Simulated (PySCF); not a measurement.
Tellurium: a sound run and one with changed settings

Sound run: Te [Kr] 4d10 5s2 5p4, Te⁺ [Kr] 4d10 5s2 5p3. Calculation: PySCF 2.14, in def2-SVP with the def2 core potential (28 electrons) (4s4p2d, 26 functions); scalar relativity through the core potential. The sound run starts from symmetry-adapted Hartree-Fock orbitals and uses a fine grid where one is needed.

Changed run: radial step 0.3 in ln r (0.13 in the sound run). This setting is unsound on purpose.

```
species  method  sound run (hartree)  changed run (hartree)  converged
     Te     UHF           -266.99681             -266.99681        yes
     Te   M06-L           -268.13552             -268.17345        yes
     Te    PBE0           -267.98599             -267.98594        yes
    Te⁺     UHF           -266.71416             -266.71416        yes
    Te⁺   M06-L           -267.81737             -267.85640        yes
    Te⁺    PBE0           -267.66692             -267.66687        yes
```

Ionisation energy of Te:

```csv
method,sound run (eV),changed run (eV)
UHF,7.691,7.691
M06-L,8.657,8.627
PBE0,8.682,8.682
```

A coarse radial grid mis-integrates the density and the exchange-correlation energy, with errors of either sign; Hartree-Fock needs no grid.

For comparison, NIST gives 9.010 eV between the lowest levels.
